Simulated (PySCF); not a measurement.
C6H9F.
Cartesian coordinates in Å at the GFN2-xTB level; atoms count from 1:
```xyz
16
C6H9F angstrom
C     -1.877    1.396   -0.643
C     -1.130    0.351   -0.290
C     -1.708   -1.024   -0.128
C      0.301    0.505   -0.044
F      0.759    1.776   -0.215
C      1.172   -0.437    0.316
C      2.625   -0.204    0.550
H     -2.932    1.294   -0.827
H     -1.461    2.381   -0.757
H     -2.774   -1.007   -0.339
H     -1.561   -1.383    0.889
H     -1.230   -1.725   -0.810
H      0.819   -1.446    0.452
H      3.216   -0.837   -0.112
H      2.885   -0.466    1.576
H      2.888    0.835    0.373
```

The closed-shell SCF was solved with PySCF and density fitting under several settings on one GFN2-xTB geometry (grid level 2 and gas phase unless stated).

```tsv
settings	basis functions	SCF cycles	E (Eh)	HOMO (eV)	LUMO (eV)	dipole (D)
PBE0/pcSseg-1	164	14	-333.4449	-6.60	-0.71	1.69
PBE0/def2-SVPD	215	14	-333.2558	-6.63	-0.78	1.72
```

Estimate the rows for these settings: (1) PW91/Sadlej pVTZ, energy threshold 1e-07 Eh; (2) PBE/pcSseg-0, grid level 4, energy threshold 1e-08 Eh.

```csv
settings,basis functions,SCF cycles,E (Eh),HOMO (eV),LUMO (eV),dipole (D)
"PW91/Sadlej pVTZ, energy threshold 1e-07 Eh",249,10,-333.8016,-5.61,-1.75,1.63
"PBE/pcSseg-0, grid level 4, energy threshold 1e-08 Eh",81,10,-332.7269,-5.54,-1.50,1.66
```

Over all rows, what range does the HOMO–LUMO gap span?

From 3.86 eV (PW91/Sadlej pVTZ, energy threshold 1e-07 Eh) to 5.89 eV (PBE0/pcSseg-1). The functional of the narrowest has no exact exchange, that of the widest 25 % exact exchange.

And the dipole moment?

From 1.63 D (PW91/Sadlej pVTZ, energy threshold 1e-07 Eh) to 1.72 D (PBE0/def2-SVPD); the largest is 1.06 times the smallest, and the median is 1.67 D.

Compare two rows with the functional PBE0: PBE0/pcSseg-1 and PBE0/def2-SVPD. Which energy is lower, and by how much?

PBE0/pcSseg-1 (164 functions) lies 0.1891 Eh or 119 kcal/mol below PBE0/def2-SVPD (215 functions). The smaller set gives the lower energy; the two sets aren't nested, so the variational bound doesn't order them by size.

Cycle counts include a coarse-grid stage where the run had one.

One conformer stands for the species.
